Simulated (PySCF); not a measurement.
Job file and geometry (Å, from GFN2-xTB) of an NMR shielding run on SMILES C[C@@H]1CC[Si@H](P)C1, C$_{5}$H$_{13}$PSi, PySCF 2.14.0, density-fitted response routines, GIAO PBE0/pcSseg-1 NMR shielding, non-relativistic, gas phase; density fitting, a coarse starting grid and PySCF grid level 2 are the driver's defaults:

```
$ OMP_NUM_THREADS=1 python probes_run.py task.json out

{"job": {"kind": "nmr", "xc": "PBE0", "basis": "pcSseg-1"}, "charge": 0, "multiplicity": 1}
C     -1.534400    -1.009214    -0.739729
C     -1.296287    -0.160468     0.505388
C     -1.062244     1.309729     0.146591
C      0.297883     1.463519    -0.533606
Si     1.405250     0.209457     0.380982
P      2.442445    -1.153691    -1.071973
C     -0.054887    -0.653144     1.256657
H     -0.635770    -1.052145    -1.352414
H     -1.799530    -2.026937    -0.459692
H     -2.345853    -0.598892    -1.337942
H     -2.182314    -0.235451     1.147334
H     -1.062487     1.893326     1.069760
H     -1.868128     1.687644    -0.485772
H      0.645958     2.491827    -0.463565
H      0.221087     1.226457    -1.594780
H      2.305529     0.859535     1.352769
H      3.120888    -1.857372    -0.093836
H      3.511682    -0.302302    -1.280477
H     -0.105396    -0.340455     2.299262
H     -0.008573    -1.740743     1.252007
```

Task: Write the output of this run.

Result: 
```
coarse grid: 16744 points
cycle   1  E = -828.5681774854  dE =  5.889e-01  |g| = 4.720e-01  |ddm| = 3.895e+00
cycle   2  E = -828.5340431650  dE =  3.413e-02  |g| = 5.964e-01  |ddm| = 1.020e+00
cycle   3  E = -828.6284645743  dE = -9.442e-02  |g| = 5.363e-02  |ddm| = 6.412e-01
cycle   4  E = -828.6290829198  dE = -6.183e-04  |g| = 2.130e-02  |ddm| = 8.597e-02
cycle   5  E = -828.6291870919  dE = -1.042e-04  |g| = 4.599e-03  |ddm| = 2.516e-02
cycle   6  E = -828.6291924555  dE = -5.364e-06  |g| = 9.690e-04  |ddm| = 6.726e-03
final grid: 149728 points
cycle   7  E = -828.6724343031  dE = -4.949e-05  |g| = 9.105e-03  |ddm| = 4.106e-02
cycle   8  E = -828.6724189861  dE =  1.532e-05  |g| = 1.189e-02  |ddm| = 2.006e-02
cycle   9  E = -828.6724561492  dE = -3.716e-05  |g| = 7.399e-04  |ddm| = 1.211e-02
cycle  10  E = -828.6724562707  dE = -1.215e-07  |g| = 2.284e-04  |ddm| = 1.130e-03
cycle  11  E = -828.6724562834  dE = -1.265e-08  |g| = 4.303e-05  |ddm| = 2.301e-04
cycle  12  E = -828.6724562837  dE = -3.720e-10  |g| = 1.400e-05  |ddm| = 6.342e-05
converged SCF energy = -828.6724562837

GIAO shielding tensors (ppm)
atom      isotropic    diamagn.    paramagn.     s11        s22        s33       span
  0 C      162.912     248.647     -85.735    139.194    162.857    186.684     47.490
  1 C      148.728     248.066     -99.338    129.697    153.806    162.681     32.984
  2 C      148.547     248.614    -100.067    124.878    149.297    171.467     46.589
  3 C      176.011     252.203     -76.192    159.955    175.544    192.534     32.579
  4 Si     356.872     880.003    -523.131    304.002    377.095    389.519     85.517
  5 P      615.434     966.856    -351.422    561.067    614.345    670.889    109.822
  6 C      165.377     252.162     -86.785    150.464    155.986    189.681     39.217
  7 H       30.396      31.044      -0.648     24.932     32.119     34.138      9.206
  8 H       30.688      30.423       0.265     26.573     27.809     37.681     11.108
  9 H       30.955      30.452       0.504     26.133     27.981     38.753     12.620
 10 H       29.300      32.079      -2.779     25.401     25.877     36.623     11.223
 11 H       30.192      31.908      -1.716     25.045     28.008     37.523     12.478
 12 H       29.805      31.296      -1.491     24.771     27.494     37.151     12.381
 13 H       30.643      30.505       0.137     25.369     27.996     38.564     13.195
 14 H       30.846      31.633      -0.787     27.144     28.318     37.076      9.932
 15 H       26.756      29.753      -2.998     22.787     24.620     32.860     10.073
 16 H       30.524      29.077       1.448     24.812     27.572     39.189     14.377
 17 H       30.451      28.827       1.623     24.728     27.282     39.342     14.614
 18 H       30.618      31.872      -1.254     25.230     27.712     38.912     13.682
 19 H       31.107      32.281      -1.175     27.499     28.823     36.998      9.499
```

Task: Turn these shieldings into chemical shifts. Scale: TMS for $^{13}$C (σref 186.93) and $^{29}$Si (σref 349.16) and $^{1}$H (σref 31.72); $^{31}$P (σref 318.38) vs H3PO4 (reference shieldings calculated alike).

Result: Averaging equivalent atoms: C 2: 38.4; C 1: 38.2; C 0: 24.0; C 6: 21.5; C 3: 10.9; Si 4: -7.7; P 5: -297.1; H 15: 4.96; H 10: 2.42; H 12: 1.91; H 11: 1.53; H 16/17: 1.23; H 18: 1.10; H 13: 1.07; H 7/8/9: 1.04; H 14: 0.87; H 19: 0.61 ppm. Experimental scales use liquid or dissolved standards, which lie at an offset from isolated H3PO4.

Size and cost of the density-fitted run: 198 basis functions, 54 s wall time on 1 thread of an Arm Neoverse N1, shared host; peak memory 0.9 GiB.
